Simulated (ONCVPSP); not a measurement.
Mn (Z = 25): one change to an ONCV potential, before and after

- Element: Mn (Z = 25)
- Generator: ONCVPSP 4.0.1
- Type: optimised norm-conserving Vanderbilt (ONCV)
- Functional: PBEsol
- Relativity: scalar-relativistic
- Frozen core: [Ne]
- Valence charge: 15
- Reference configuration: 3s2 3p6 3d5 4s2
- Partial waves: 3s+4s: rc 1.40 bohr, ncon 3, nbas 6, qcut 9.4 1/bohr, 2 projectors; 3p: rc 1.45 bohr, ncon 4, nbas 8, qcut 9.3 1/bohr, 2 projectors, debl 1.9 Ha; 3d: rc 1.45 bohr, ncon 4, nbas 8, qcut 9.6 1/bohr, 1 projector
- Local potential: polynomial inside 1.25 bohr (lpopt 5, dvloc0 0 Ha)
- Core correction: Teter function fitted to the true core (icmod 2), fcfact 0.2

In the p channel the program set the typed energies aside and used -2.002, 0.250 Ha.

Change: s: rc 1.66.

Cutoffs: the cutoffs (Ha) at which the residual kinetic energy of the hardest occupied pseudo-wave falls to 1 and 0.1 mHa per electron; they do not see the model core or the augmentation charge, which bear on the density cutoff. Errors are all-electron minus pseudo energies relative to the spin-unpolarised reference configuration.

Question: What does the change do?

Answer: The potential gets neither clearly harder nor softer (40 Ha and 46 Ha → 40 Ha and 46 Ha); the d channel sets the loose cutoff, while the largest relative change is in s, which becomes softer; of the 4 tests that both files solve, the error grows in 1 and shrinks in 1 by more than 15 % and 0.3 meV (median size 4.7 → 4.4 meV); neither file shows a bound ghost.

```csv
quantity,base,changed
"cutoff, loose",40 Ha,40 Ha
"cutoff, tight",46 Ha,46 Ha
loose cutoff by channel,"s 28 Ha, p 29 Ha, d 40 Ha","s 17 Ha, p 29 Ha, d 40 Ha"
bound ghosts,none,none
GHOST(+) flags under 300 eV,none,none
"error for 3s2 3p6 3d5 4s1, meV [ΔE 8.43 eV]",+0.2,-0.1
"error for 3s2 3p6 3d5 4s0, meV [ΔE 23.94 eV]",+2.1,+0.8
"error for 3s2 3p6 3d4 4s0, meV [ΔE 56.42 eV]",-7.4,-8.0
"error for 3s1 3p6 3d5 4s2, meV [ΔE 93.27 eV]",-297,-449
p: phases at 1.47 bohr within 0.05 rad from the reference energy up to (Ha; the scan ends near 5),to the end of the scan,to the end of the scan
d: phases at 1.47 bohr within 0.05 rad from the reference energy up to (Ha; the scan ends near 5),1.6,1.6
"rms error of d²Exc/dni dnj with the model core, mHa",1.10,1.20
```
